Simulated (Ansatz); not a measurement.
Ansatz (a program for electronic structure) input (B3LYP-D3(BJ)/def2-TZVP):

Ansatz 0.2 input:
```yaml
crystal:
  periodic: [false, false, false]
  atoms:
    - {symbol: C, position_ang: [-0.59117901, 0.04682750, 0.01488081]}
    - {symbol: F, position_ang: [0.63603258, -0.05038036, -0.01600984]}
    - {symbol: H, position_ang: [-1.16567067, -0.88634511, 0.02648339]}
    - {symbol: H, position_ang: [-1.01154853, 1.05880341, 0.02832029]}
basis:
  gaussian:
    orbitals: def2-TZVP
hamiltonian:
  xc: b3lyp
  dispersion: d3bj
total_charge: 1
phonons: {temperatures: {t_min: 298.15, t_max: 298.15, t_step: 100}}
```

Output:

```
Functional definition: B3LYP
integrals: 0.01 GiB planned
424 factors; their error is unknown
mean field: 0.13 GiB planned
mean field evaluation 1: about -3769.7961 eV, gradient 7.3e1 eV
mean field evaluation 2: about -3748.1153 eV, gradient 1.4e2 eV
mean field evaluation 4: about -3776.9519 eV, gradient 4.1e0 eV
mean field evaluation 8: about -3776.9819 eV, gradient 5.8e-2 eV
mean field -3776.98187875 eV, -138.8015239137 hartree, gradient 3.0e-5 eV, S^2 0.000000; 0 other end points of the search recorded, 0 dependent functions left out
the calculation of the forces begins
reference -3776.98202722 eV, -138.8015293699 hartree; 8, 8 occupied and 66, 66 virtual orbitals, 424 factors
these checks for a lower state are left out or cut short: stability, starts, cluster_reference, orbital_swaps, neighbouring_geometries, increment
integrals: 0.01 GiB planned
424 factors; their error is unknown
mean field: 0.13 GiB planned
mean field evaluation 16: about -3776.9858 eV, gradient 4.0e-1 eV
mean field -3776.98170349 eV, -138.8015174731 hartree, gradient 2.6e-6 eV, S^2 0.000000; 0 other end points of the search recorded, 0 dependent functions left out
the calculation of the forces begins
reference -3776.98185203 eV, -138.8015229320 hartree; 8, 8 occupied and 66, 66 virtual orbitals, 424 factors
these checks for a lower state are left out or cut short: stability, starts, cluster_reference, orbital_swaps, neighbouring_geometries, increment
integrals: 0.01 GiB planned
424 factors; their error is unknown
mean field: 0.13 GiB planned
mean field -3776.98170419 eV, -138.8015174988 hartree, gradient 2.6e-6 eV, S^2 0.000000; 0 other end points of the search recorded, 0 dependent functions left out
the calculation of the forces begins
reference -3776.98185259 eV, -138.8015229524 hartree; 8, 8 occupied and 66, 66 virtual orbitals, 424 factors
these checks for a lower state are left out or cut short: stability, starts, cluster_reference, orbital_swaps, neighbouring_geometries, increment
integrals: 0.01 GiB planned
424 factors; their error is unknown
mean field: 0.14 GiB planned
mean field evaluation 32: about -3776.9816 eV, gradient 3.7e-1 eV
mean field -3776.98180125 eV, -138.8015210656 hartree, gradient 2.6e-6 eV, S^2 0.000000; 0 other end points of the search recorded, 0 dependent functions left out
the calculation of the forces begins
reference -3776.98194970 eV, -138.8015265212 hartree; 8, 8 occupied and 66, 66 virtual orbitals, 424 factors
these checks for a lower state are left out or cut short: stability, starts, cluster_reference, orbital_swaps, neighbouring_geometries, increment
integrals: 0.01 GiB planned
424 factors; their error is unknown
mean field: 0.13 GiB planned
mean field -3776.98179760 eV, -138.8015209315 hartree, gradient 2.6e-6 eV, S^2 0.000000; 0 other end points of the search recorded, 0 dependent functions left out
the calculation of the forces begins
reference -3776.98194609 eV, -138.8015263883 hartree; 8, 8 occupied and 66, 66 virtual orbitals, 424 factors
these checks for a lower state are left out or cut short: stability, starts, cluster_reference, orbital_swaps, neighbouring_geometries, increment
integrals: 0.01 GiB planned
424 factors; their error is unknown
mean field: 0.13 GiB planned
mean field -3776.98183559 eV, -138.8015223277 hartree, gradient 2.6e-6 eV, S^2 0.000000; 0 other end points of the search recorded, 0 dependent functions left out
the calculation of the forces begins
reference -3776.98198401 eV, -138.8015277820 hartree; 8, 8 occupied and 66, 66 virtual orbitals, 424 factors
these checks for a lower state are left out or cut short: stability, starts, cluster_reference, orbital_swaps, neighbouring_geometries, increment
integrals: 0.01 GiB planned
424 factors; their error is unknown
mean field: 0.13 GiB planned
mean field -3776.98183809 eV, -138.8015224197 hartree, gradient 2.6e-6 eV, S^2 0.000000; 0 other end points of the search recorded, 0 dependent functions left out
the calculation of the forces begins
reference -3776.98198662 eV, -138.8015278778 hartree; 8, 8 occupied and 66, 66 virtual orbitals, 424 factors
these checks for a lower state are left out or cut short: stability, starts, cluster_reference, orbital_swaps, neighbouring_geometries, increment
integrals: 0.01 GiB planned
424 factors; their error is unknown
mean field: 0.13 GiB planned
mean field evaluation 64: about -3776.9818 eV, gradient 4.3e-3 eV
mean field -3776.98183392 eV, -138.8015222664 hartree, gradient 2.6e-6 eV, S^2 0.000000; 0 other end points of the search recorded, 0 dependent functions left out
the calculation of the forces begins
reference -3776.98198235 eV, -138.8015277211 hartree; 8, 8 occupied and 66, 66 virtual orbitals, 424 factors
these checks for a lower state are left out or cut short: stability, starts, cluster_reference, orbital_swaps, neighbouring_geometries, increment
integrals: 0.01 GiB planned
424 factors; their error is unknown
mean field: 0.13 GiB planned
mean field -3776.98183608 eV, -138.8015223457 hartree, gradient 2.6e-6 eV, S^2 0.000000; 0 other end points of the search recorded, 0 dependent functions left out
the calculation of the forces begins
reference -3776.98198459 eV, -138.8015278034 hartree; 8, 8 occupied and 66, 66 virtual orbitals, 424 factors
Total energy: -3777.02449758 eV, -138.8030901269 hartree
Atom 0 at    -0.591179     0.046828     0.014881 Å, force     0.000019    -0.000002    -0.000000 eV/Å
Atom 1 at     0.636033    -0.050380    -0.016010 Å, force    -0.000006     0.000000     0.000000 eV/Å
Atom 2 at    -1.165671    -0.886345     0.026483 Å, force    -0.000008    -0.000010     0.000000 eV/Å
Atom 3 at    -1.011549     1.058803     0.028320 Å, force    -0.000006     0.000011     0.000000 eV/Å
Dipole moment:    -0.653601     0.051772     0.016452 e Å
Vibrations: 1243.61 1287.73 1441.48 1596.01 3032.17 3195.59 cm⁻¹, zero-point energy 0.731295 eV
```
